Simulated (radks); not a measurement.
The numbers below are computed, except where a source is named.
Nb III, configuration [Kr] 4d3 (the NIST ground configuration). Code: a radial shooting solver on a logarithmic mesh with Libxc functionals. Model: Dirac Kohn-Sham, LDA (Slater exchange, Perdew-Wang correlation), spin-unpolarised, spherical densities, point nucleus; open shells fill j = l - 1/2 first. Some entries of the table are withheld. Estimate them.

orbital,occ.,eigenvalue (hartree),<1/r> (bohr^-1)
1s1/2,2,-690.5498,42.35
2s1/2,2,(1),9.613
2p1/2,2,-89.27826,9.596
2p3/2,4,-85.76453,9.159
3s1/2,2,-16.72972,3.270
3p1/2,2,-13.76248,3.170
3p3/2,4,-13.19258,3.065
3d3/2,4,-7.93186,2.871
3d5/2,6,-7.82566,2.844
4s1/2,2,-2.78885,(2)
4p1/2,2,-1.96211,1.063
4p3/2,4,-1.88246,1.033
4d3/2,3,-0.71222,0.7170
4d5/2,0,-0.70484,0.7104

Answer. 
(1) 2s1/2 eigenvalue (hartree): -97.15482
(2) 4s1/2 <1/r> (bohr^-1): 1.185
